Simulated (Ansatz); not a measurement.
CH6FNSn, SMILES `C[NH][SnH2][F]`, relaxed with RKS PBE-D4/def2-SVP in the Gaussian-basis code of Ansatz from a rough embedded geometry. The force threshold is 0.03 eV/Å; the program also tests the step.

Total charge 0; spin multiplicity 1. Sn: def2 effective core potential.

Start:

```xyz
10

C     0.519    0.223   -1.260
N    -0.653   -0.279   -0.669
Sn   -0.303   -0.337    1.350
F     0.008    1.364    2.050
H     0.347    0.325   -2.411
H     1.396   -0.440   -1.161
H     0.764    1.238   -0.926
H    -1.460    0.372   -0.822
H     1.093   -1.438    1.675
H    -1.712   -1.027    2.173
```

Q: How much energy does the relaxation release, and in how many steps? (Estimate.)

A: The calculation gave: 12.64 kcal/mol, in 6 steps.

Q: Which bonds change most? (Estimate.)

A: Computed: Sn3–F4 from 1.866 to 1.977 Å; Sn3–H9 from 1.807 to 1.722 Å; C1–H5 from 1.168 to 1.113 Å; C1–N2 from 1.406 to 1.457 Å.

Q: Give the relaxed structure. (Estimate.)

A: Ansatz gave: 
```xyz
10

C     0.530    0.290   -1.384
N    -0.581   -0.147   -0.548
Sn   -0.342   -0.460    1.452
F     0.082    1.236    2.375
H     0.338    0.041   -2.452
H     1.456   -0.252   -1.097
H     0.763    1.380   -1.333
H    -1.459    0.330   -0.782
H     1.059   -1.438    1.662
H    -1.847   -0.981    2.108
```
